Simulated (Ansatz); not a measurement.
`[SiH3][SiH](Cl)Br` + H₂ → `Cl[SiH2]Br` + SiH₄ at 700 K and 1 bar (hydrogenolysis of the Si–Si bond).

Gas-phase electronic energies from Ansatz, PBE0-D4/def2-TZVP geometries. CCSD(T)/CBS is the MP2 limit (def2-TZVPP, def2-QZVPP) plus CCSD(T) − MP2 in def2-TZVPP, frozen cores. This one scheme is used for every species. For Br outer-core shells are correlated without core-valence functions, which leaves a few kJ/mol of doubt a bond. Scalar relativity is left out up to krypton.

| species | CCSD(T)/CBS energy (Eh) | H − E (kJ/mol) | S (J/(mol·K)) |
| --- | --- | --- | --- |
| `[SiH3][SiH](Cl)Br` | -3613.75019 | 169.0 | 474.1 |
| H₂ | -1.17544 | 46.8 | 155.3 |
| `Cl[SiH2]Br` | -3323.46904 | 97.6 | 369.7 |
| SiH₄ | -291.46306 | 115.5 | 252.9 |

H − E and S are ideal-gas, rigid-rotor, harmonic terms from PBE0-D4/def2-TZVP, for one conformer and one mirror image of each species. For small species the MP2-based limit differs from directly extrapolated CCSD(T) by up to some mEh (0.8 for H₂); such offsets cancel only in part. 1 Eh = 2625.50 kJ/mol, R = 8.31446 J/(mol·K).

**Question.** By hand: ΔE, ΔH, ΔS and ΔG.

**Answer.** ΔE = (-3323.46904) + (-291.46306) − (-3613.75019) − (-1.17544) = -0.00647 Eh = -17.0 kJ/mol. Δ(H − E) = 97.6 + 115.5 − 169.0 − 46.8 = -2.7, so ΔH = -19.7 kJ/mol. ΔS = 369.7 + 252.9 − 474.1 − 155.3 = -6.8 J/(mol·K). ΔG = -19.7 − 700 × (-6.8)/1000 = -14.9 kJ/mol.

**Question.** By hand: the equilibrium constant, and the temperature at which ΔG would vanish if ΔH and ΔS stayed fixed.

**Answer.** log₁₀ K = −ΔG/(RT ln 10) = 1.1. ΔG = 0 at ΔH/ΔS = 2897 K, far beyond where these terms or the molecules hold.

The number of gas molecules stays the same, so ΔS is small and ΔH decides. A doubt of 5 kJ/mol in ΔE shifts log₁₀ K by 0.4 here. Other conformers and mirror images would add mixing entropy, several J/(mol·K) or more a flexible species. These are equilibria of isolated gas molecules and say nothing of rates. Largest T1 diagnostic: 0.011 (customary marks: 0.02 for closed shells, 0.045 for open ones).
